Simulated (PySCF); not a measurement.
**Electron correlation in Br²⁴⁺ (bromine, charge +24)**

[Ne] 3s1, 2S determinant. All numbers are calculated (PySCF 2.14, scalar relativity by spin-free X2C-1e, in an even-tempered Gaussian basis (18 s from 2.7 bohr⁻², ratio 2.5; 11 p from 3.5 bohr⁻², ratio 2.5; 5 d from 13 bohr⁻², ratio 2.7; 4 f from 20 bohr⁻², ratio 2.7)). Frozen: 1s2; 9 electrons correlated; the 19 highest virtual orbitals of each spin left out.

```
  level  correlation energy (mhartree)
   CCSD                        -322.23
    (T)                          -0.24
CCSD(T)                        -322.47
```

Diagnostics: T1 = 0.00019, D1 = 0.0007, largest double amplitude 0.004.

Cost of the coupled-cluster step: roughly 50 core-seconds, for 9 correlated electrons.

Iterations:

```
CC2 = 0
CCSD nocc = (np.int64(5), np.int64(4)), nmo = (84, 84)
frozen orbitals [[0, 85, 86, 87, 88, 89, 90, 91, 92, 93, 94, 95, 96, 97, 98, 99, 100, 101, 102, 103], [0, 85, 86, 87, 88, 89, 90, 91, 92, 93, 94, 95, 96, 97, 98, 99, 100, 101, 102, 103]]
max_cycle = 100
direct = 0
conv_tol = 1e-08
conv_tol_normt = 1e-06
diis_space = 8
diis_start_cycle = 0
Init t2, MP2 energy = -0.320073456546569
Init E_corr(UCCSD) = -0.320073456546569
cycle = 1  E_corr(UCCSD) = -0.32210505423928  dE = -0.00203159769  norm(t1,t2) = 0.00103042
cycle = 2  E_corr(UCCSD) = -0.322222008735304  dE = -0.000116954496  norm(t1,t2) = 6.9472e-05
cycle = 3  E_corr(UCCSD) = -0.322226815446226  dE = -4.80671092e-06  norm(t1,t2) = 5.92177e-06
cycle = 4  E_corr(UCCSD) = -0.322226746044666  dE = 6.940156e-08  norm(t1,t2) = 6.04246e-08
cycle = 5  E_corr(UCCSD) = -0.322226744182231  dE = 1.86243471e-09  norm(t1,t2) = 2.67082e-09
UCCSD converged
E(UCCSD) = -2230.303896728567  E_corr = -0.322226744182231
UCCSD(T) correction = -0.000237563238735939
```

At this charge the one-electron X2C treatment keeps the bare 1/r₁₂, with no two-electron picture change or Breit term. The effect here is smaller than on the frozen 1s shell; and a scalar Hamiltonian misses the large spin-orbit splitting of the p shells, which matters for ns² → np² pairs.
